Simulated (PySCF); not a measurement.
SMILES CC(C)C[CH2][GeH3], GFN2-xTB optimised geometry. Atoms within 1.6 Å of the plane z = 1.2 Å (x, y, z in Å): C1 (-0.23, -1.20, 1.19), C2 (0.29, -0.41, 0.00), C3 (1.82, -0.41, 0.00), C4 (-0.23, 1.03, 0.00), C5 (-1.75, 1.14, -0.09), H7 (0.21, -2.20, 1.20), H8 (-1.31, -1.32, 1.13), H9 (0.02, -0.70, 2.12), H12 (2.20, 0.06, 0.91), H13 (2.20, -1.43, -0.04), H15 (0.12, 1.54, 0.90), H16 (-2.01, 2.20, -0.18), H17 (-2.21, 0.79, 0.84).

Method: PBE0/def2-SVP (PySCF 2.14.0). Cells within 0.4 Å of a nucleus heavier than hydrogen are left out (blank, or x).

Map of the log10 of the electron density (e/bohr³), floored at −4 on the plane z = 1.2 Å:

```
|0000000000000000000000000000000|
|0000000000000000000000000000000|
|0000000000000000000000000000000|
|0000000000000000000000000000000|
|0000000011000000000000000000000|
|0000001122111122221000000000000|
|0000012233222334332100000000000|
|0000122333333455544210000000000|
|0000123444444566665321000000000|
|0001234555545678875432110000000|
|0002345666655688876432222100000|
|0012356777656678875444443210000|
|0012457887665677765445554321000|
|0012456787655566655556766532000|
|0002356676555556655567886542100|
|0001245555555666665678887542100|
|0000123445566778776677876542100|
|0000122346678899876667776532100|
|00000124568899xx986556655431000|
|0000012467999xxx986555554321000|
|00000124579999xx986544443321000|
|0000002356788999987543333210000|
|0000001345667889987543322100000|
|0000000234456789986532221000000|
|0000000012344567765432100000000|
|0000000001223455554321000000000|
|0000000000012334433210000000000|
|0000000000001122221000000000000|
|0000000000000000100000000000000|
|0000000000000000000000000000000|
|0000000000000000000000000000000|
```
Scale: ten equal steps from -4.00 (start of '0') to -0.521 (end of '9'), in the order '0123456789'; x runs from -4.50 to 4.50, y from -4.50 (bottom) to 4.50 (top).
